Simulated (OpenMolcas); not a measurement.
**Co6+, Rh6+, Ir6+: d³ down the group**

```
Program             : OpenMolcas 26.06
Method              : SS-CASPT2, IPEA 0.25 Eh, imaginary shift 0.1 Eh
Basis               : ANO-RCC-VTZP
Scalar Hamiltonian  : DKH2, point nucleus
Spin-orbit coupling : state interaction with AMFI integrals over the reference wave functions, term energies averaged over their components
```

Active space for each ion: 3 electrons in 10 orbitals (d d); closed shells correlated by CASPT2: Co6+ 3s 3p; Rh6+ 4s 4p; Ir6+ 5s 5p.

Computed levels in cm-1 above ⁴F_3/2:

```json
{"Level": "⁴F_5/2", "Co6+": "737", "Rh6+": "1882", "Ir6+": "8460"}
{"Level": "⁴F_7/2", "Co6+": "1720", "Rh6+": "4100", "Ir6+": "14590"}
{"Level": "⁴P_1/2", "Co6+": "22180", "Rh6+": "15150", "Ir6+": "19750"}
{"Level": "⁴P_5/2", "Co6+": "23360", "Rh6+": "18040", "Ir6+": "29880"}
{"Level": "²G_7/2", "Co6+": "24360", "Rh6+": "18000", "Ir6+": "27840"}
{"Level": "²G_9/2", "Co6+": "25340", "Rh6+": "19210", "Ir6+": "45440"}
{"Level": "²P_3/2", "Co6+": "30900", "Rh6+": "28240", "Ir6+": "48840"}
{"Level": "²P_1/2", "Co6+": "31190", "Rh6+": "22900", "Ir6+": "34920"}
{"Level": "²H_9/2", "Co6+": "33930", "Rh6+": "25600", "Ir6+": "29410"}
{"Level": "weight of ⁴F in the lowest level (%)", "Co6+": "100", "Rh6+": "97", "Ir6+": "78"}
```

Mixed levels, with the weight of the term that names them: Co6+ ²P_3/2 (59 %), Rh6+ ²G_9/2 (67 %), Rh6+ ²P_3/2 (53 %), Rh6+ ²H_9/2 (71 %), Ir6+ ⁴P_1/2 (67 %), Ir6+ ²G_9/2 (58 %), Ir6+ ²P_3/2 (56 %), Ir6+ ²P_1/2 (67 %), Ir6+ ²H_9/2 (55 %).

Measured, with the error of the calculation in %. Measured levels: Co6+ from Sugar and Corliss, J. Phys. Chem. Ref. Data 10, 1097 (1981).

```csv
Level,Co6+
⁴F_5/2,698 (+5.6)
⁴F_7/2,1610 (+6.8)
⁴P_1/2,21096 (+5.1)
⁴P_5/2,22187 (+5.3)
```

The fine-structure level ⁴F_7/2 changes by a factor of 8.48 from Co6+ to Ir6+.

Without spin-orbit coupling ⁴P lies 21250, 13120, 12250 cm-1 above ⁴F in that order; the difference to the level ⁴P_1/2, of either sign, comes from spin-orbit coupling, which also lowers the zero.

CASPT2 breaks the degeneracy within a term, and the mean is taken; among the terms shown or strongly mixed into the levels shown the widest spread is 710 cm-1 (4d³ ⁴F, Rh6+). Active for correlation alone: 4d; no level in the range computed is led by a configuration that fills it, so any true level of that kind is missing (holds for Co6+). Active for correlation alone: 5d; no level in the range computed is led by a configuration that fills it, so any true level of that kind is missing (holds for Rh6+). Active for correlation alone: 6d; no level in the range computed is led by a configuration that fills it, so any true level of that kind is missing (holds for Ir6+). Measured partners are found by configuration, term and J. A level has none where our copy of the source lacks it or the pairing is in doubt (some pairs that miss far off the trend of their configuration count as doubtful), and it then counts in no deviation. Levels of configurations outside the active space are missing.
